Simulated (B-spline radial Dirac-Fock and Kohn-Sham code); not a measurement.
Re⁷⁺ 4f7/2: cross section and angular parameters

System: Re⁷⁺ in the configuration [Xe] 4f14; threshold 153.6 eV (orbital energy of the model). These are calculated numbers from a B-spline atomic structure program; the model is Dirac-Hartree-Slater photoionisation with a Latter tail; cross sections with all multipoles, angular parameters from the dipole term and its interference with E2.

Input file task.json (cfg lists n, l and occupation; rrms is the nuclear radius in fm):

```json
{"items": [{
  "Z": 75,
  "q": 7,
  "cfg": [[1, 0, 2], [2, 0, 2], [2, 1, 6], [3, 0, 2], [3, 1, 6], [3, 2, 10], [4, 0, 2], [4, 1, 6], [4, 2, 10], [4, 3, 14], [5, 0, 2], [5, 1, 6]],
  "A": 187,
  "rrms": 5.3698,
  "do": "xps",
  "hv": [64.5, 80, 131.0, 237.0, 250.0, 300, 377.0, 392.0, 481.0, 511.0, 529.0, 569.0, 600, 641.0, 780.0, 1050.0, 1486.9, 1710.0, 1930.0, 2984.4, 3220.0, 4000, 6750.0, 8047.8, 9900.0, 10800.0, 11000.0, 12000]
}]}
```

Run with: `python xray2_run.py task.json out`

For linearly polarised light dσ/dΩ = σ/(4π) [1 + β P₂(cos θ) + (δ + γ cos²θ) sin θ cos φ], with θ from the polarisation vector and φ the angle between the beam and the projection of the electron momentum on the plane normal to the polarisation.

```
hν (eV)  σ (kb)      β       γ      δ
    237    3650  0.333  -0.003  0.013
    250    3550  0.343  -0.004  0.014
    300    3110  0.413  -0.002  0.019
    377    2410  0.536   0.002  0.025
    392    2280  0.558   0.003  0.026
    481    1610  0.673   0.010  0.031
    511    1440  0.706   0.014  0.033
    529    1340  0.724   0.016  0.034
    569    1160  0.762   0.022  0.037
    600    1030  0.789   0.026  0.039
    641     892  0.821   0.033  0.041
    780     553  0.905   0.062  0.049
   1050     246  0.998   0.135  0.065
 1486.9    85.7  1.052   0.276  0.088
   1710    54.5  1.057   0.349  0.099
   1930    36.4  1.053   0.420  0.110
 2984.4    7.80  0.992   0.714  0.162
   3220    5.89  0.975   0.769  0.173
   4000    2.59  0.920   0.926  0.210
   6750   0.320  0.764   1.289  0.337
 8047.8   0.154  0.710   1.403  0.394
   9900  0.0635  0.648   1.531  0.472
  10800  0.0435  0.622   1.582  0.508
  11000       ?      ?       ?      ?
  12000  0.0274  0.591   1.640  0.555
```

Question: Give the values at 11000 eV.

Answer: σ = 0.0401 kb, β = 0.617, γ = 1.593, δ = 0.516.
